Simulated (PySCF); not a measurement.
Computed shifts of a molecule C4H5BFN, PBE/pcSseg-1 in PySCF, GIAO, gas phase, equivalent atoms averaged, in ppm (number of nuclei): ¹³C: 180.0 (1), 104.3 (1), 95.7 (1), 62.6 (1). ¹⁹F: -46.2 (1). ¹⁵N: 504.4 (1). ¹H: 8.63 (1), 4.24 (3), 3.16 (1). References: ¹³C against TMS (σ = 182.0 ppm); ¹¹B against BF3 (σ = 83.9 ppm); ¹⁹F against CFCl3 (σ = 133.6 ppm); ¹⁵N against NH3 (σ = 267.0 ppm); ¹H against TMS (σ = 31.49 ppm), references at their B3LYP-D3(BJ)/def2-TZVP geometries, non-relativistic. Geometry: B3LYP-D3(BJ)/def2-SVP. Other conformers were not sampled.

Task: Identify the compound among the candidates.
A) FB1CC=CC=N1
B) N#CC1CB(F)C1
C) C#CB(F)/C=N/C
D) C#CB(N)/C=C/F

Result: C, C#CB(F)/C=N/C
